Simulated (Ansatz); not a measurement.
`F[BH][GeH2][F]` + H₂Se → `FB[SeH]` + `[F][GeH3]` at 298.15 K and 1 bar (cleavage of the B–Ge bond).

Program: Ansatz. Geometries: PBE0-D4/def2-TZVP. ΔE: electronic, gas phase. CCSD(T)/CBS is the MP2 limit (def2-TZVPP, def2-QZVPP) plus CCSD(T) − MP2 in def2-TZVPP, frozen cores. For Ge, Se outer-core shells are correlated without core-valence functions, which leaves a few kJ/mol of doubt a bond. Scalar relativity is left out up to krypton. Each species was taken in one conformer, which may not be the lowest.

```tsv
species	CCSD(T)/CBS energy (Eh)	H − E (kJ/mol)	S (J/(mol·K))
`F[BH][GeH2][F]`	-2302.35660	104.5	327.4
H₂Se	-2401.89790	45.8	219.1
`FB[SeH]`	-2526.56401	75.0	281.6
`[F][GeH3]`	-2177.72589	78.1	252.0
```

H − E and S are ideal-gas, rigid-rotor, harmonic terms from PBE0-D4/def2-TZVP, for one conformer and one mirror image of each species. 1 Eh = 2625.50 kJ/mol, R = 8.31446 J/(mol·K).

Question: By hand: ΔE, ΔH, ΔS and ΔG.

Answer: ΔE = (-2526.56401) + (-2177.72589) − (-2302.35660) − (-2401.89790) = -0.03540 Eh = -92.9 kJ/mol. Δ(H − E) = 75.0 + 78.1 − 104.5 − 45.8 = 2.8, so ΔH = -90.1 kJ/mol. ΔS = 281.6 + 252.0 − 327.4 − 219.1 = -12.9 J/(mol·K). ΔG = -90.1 − 298.15 × (-12.9)/1000 = -86.3 kJ/mol.

Question: By hand: the equilibrium constant, and the temperature at which ΔG would vanish if ΔH and ΔS stayed fixed.

Answer: log₁₀ K = −ΔG/(RT ln 10) = 15.1. ΔG = 0 at ΔH/ΔS = 6984 K, far beyond where these terms or the molecules hold.

The number of gas molecules stays the same, so ΔS is small and ΔH decides. A doubt of 5 kJ/mol in ΔE shifts log₁₀ K by 0.9 here. Other conformers and mirror images would add mixing entropy, several J/(mol·K) or more a flexible species. These are equilibria of isolated gas molecules and say nothing of rates. Largest T1 diagnostic: 0.013 (customary marks: 0.02 for closed shells, 0.045 for open ones).
